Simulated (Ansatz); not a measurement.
Total energies of C$_{3}$H$_{6}$AlF, SMILES `F[CH2][Al]1[CH2][CH2]1`.

```xyz
11

F     1.674   -1.259    0.795
C     2.163   -0.519   -0.401
Al    0.319    0.012   -0.173
C    -1.560   -0.181   -0.359
C    -1.096    1.028    0.579
H     2.483   -1.274   -1.115
H     3.004    0.083   -0.061
H    -2.098    0.128   -1.253
H    -2.118   -0.959    0.160
H    -1.374    2.014    0.207
H    -1.397    0.927    1.621
```

Total charge 0; spin multiplicity 1. All single points use the PBE0-D4/def2-TZVP geometry. It is one conformer, not always the lowest. Basis def2-TZVPP, the Gaussian-basis code of Ansatz.

RPA on PBE orbitals: Hartree–Fock energy of these orbitals -458.39941 Eh, correlation -1.37294 Eh (frozen core).

| functional | energy without D4 (Eh) | D4 term (kJ/mol) |
| --- | --- | --- |
| PBE | -459.82331 | -17.8 |
| CAM-B3LYP | -460.12956 | -15.2 |

(1) Give the same for LDA (SPW92), revPBE, BLYP, r2SCAN, B97M-V, PBE0, B3LYP, r2SCANh, r2SCAN0, HSE06 (plane-wave form), BHLYP, LC-ωPBE, ωB97X-V, ωB97M-V, B2PLYP, PBE-QIDH. (Best estimate.)

B3LYP takes the VWN-RPA correlation (the form of Gaussian; ORCA's B3LYP/G). HSE06 is the plane-wave form, built on full-range PBE exchange. The double hybrids freeze the cores in their second-order part.

Results:

(1) The calculation gave: 
| functional | energy without D4 (Eh) | D4 term (kJ/mol) |
| --- | --- | --- |
| LDA (SPW92) | -457.41744 | – |
| revPBE | -460.09673 | -55.8 |
| BLYP | -460.15188 | -39.2 |
| r2SCAN | -460.07622 | -4.4 |
| B97M-V | -460.12683 | – |
| PBE0 | -459.86028 | -15.0 |
| B3LYP | -460.24615 | -28.6 |
| r2SCANh | -460.06305 | -4.7 |
| r2SCAN0 | -460.04443 | -5.2 |
| HSE06 (plane-wave form) | -459.84299 | -14.0 |
| BHLYP | -460.10157 | -22.0 |
| LC-ωPBE | -460.00286 | – |
| ωB97X-V | -460.10948 | – |
| ωB97M-V | -460.11407 | – |
| B2PLYP | -459.93447 | – |
| PBE-QIDH | -459.73965 | – |

LC-ωPBE has ω = 0.4 bohr⁻¹.
